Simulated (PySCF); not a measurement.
# Ionisation of 4-chlorobenzotrifluoride

System: 4-chlorobenzotrifluoride, `FC(F)(F)c1ccc(Cl)cc1` (C7H4ClF3). Optimised structure (Å), atoms numbered from 1:
```
F    -2.6910   -0.9534   -0.9137
C    -2.2198   -0.2178    0.0988
F    -2.8539    0.9570    0.0761
F    -2.5756   -0.8400    1.2290
C    -0.7283   -0.0538    0.0105
C    -0.1308    1.1725    0.2977
C     1.2540    1.3024    0.2515
C     2.0343    0.1965   -0.0821
Cl    3.7546    0.3530   -0.1411
C     1.4459   -1.0351   -0.3732
C     0.0622   -1.1546   -0.3264
H    -0.7509    2.0332    0.5535
H     1.7341    2.2570    0.4712
H     2.0744   -1.8868   -0.6366
H    -0.4075   -2.1123   -0.5601
```

These are calculated values, ωB97X-D3(BJ)/ma-def2-SVP in PySCF (grid level 2) at geometries from PBE0-D3(BJ)/def2-SVP. Zero-point and thermal terms (298.15 K, 1 bar) come from unscaled PBE0-D3(BJ)/def2-SVP harmonic frequencies, with soft modes damped to free rotors in the entropy.

Frontier levels of the parent: HOMO -10.01 eV, LUMO 0.57 eV.

Oxidation to the radical cation:
- Vertical ionisation energy (electronic): 9.82 eV
- Adiabatic ionisation energy (with zero-point energy): 9.57 eV
- Adiabatic, electronic part: 9.60 eV
- Vertical gap at the product's structure: 9.36 eV
- Inner reorganisation energy (four-point): 456 meV
- Relaxation of product / of parent: 216 / 240 meV
- ⟨S²⟩ of the product: 0.776
- Largest spin populations: C5 0.40, C8 0.28, Cl9 0.21, C7 0.13
- Largest changes of atomic charge: Cl9 0.28, C5 0.16, C8 0.09
- Distances that move most (Å): C8–Cl9 1.728 → 1.667; C7–C8 1.394 → 1.431; C8–C10 1.396 → 1.428; C5–C11 1.396 → 1.423
- Potential in DMSO: 7.33 V absolute (solvation -16 → -230 kJ/mol)

Solvents are IEF-PCM continua (electrostatics only, gas-phase structures); absolute potentials refer to an electron at rest in vacuum.

Measured values (NIST Chemistry WebBook, evaluated or the median of agreeing entries): vertical ionisation energy 9.68 eV (computed 9.82, difference 0.14).

Caveats: ma-def2-SVP is a small basis, whose errors can reach tens of kJ/mol; spin-orbit coupling is left out of the energies, which matters for open shells on the heavier atoms.

Hardware: 1 thread of Intel Xeon Platinum 8375C @ 2.90GHz, shared with other jobs. Command: `OMP_NUM_THREADS=1 python redox_run.py task.json out`. Structures, frequencies and single points: 54 min.
